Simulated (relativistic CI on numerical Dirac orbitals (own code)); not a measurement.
Calculated at this level of theory: Dirac-Coulomb-Breit CI, separate exchange-only KLI orbitals for each configuration, model QED, unscaled Slater integrals (own radial code, finite nucleus).

The strongest absorption lines from the ground level of an ion, among the configurations computed and to levels below about 1090 eV (vacuum wavelength in Å, gf): 12.597 (0.7), 12.598 (0.46), 12.810 (0.92), 12.825 (2), 12.845 (2), 12.901 (0.74), 12.951 (0.49), 13.053 (0.42).

**Question.** Which ion is it?
A. Fe XX
B. Fe XXII
C. Cr XVIII
D. Zn XXIV

**Answer.** A. Fe XX has 7 electrons and the ground level 2s2.2p3 4S°_3/2; the strongest line goes to 2s2.2p2.3d 4P_3/2. The pattern of lines fixes the number of electrons, and along that sequence the line energies rise steadily with the charge (about as its square where n changes within one kind of shell, about linearly where n is kept but much faster in heavy ions where fine structure, which grows about as Z⁴, sets the gap, and irregularly where shells cross), which fixes Z. Configurations outside the model, such as inner-shell arrays, can give stronger lines. At this charge energies of transitions that change n are usually good to better than 1 %, and those within a shell (Δn = 0) to a few per cent.

LS names give the leading component of a level, which can be under half, so a name can repeat, a term be missing and a line seem to break the LS rules.
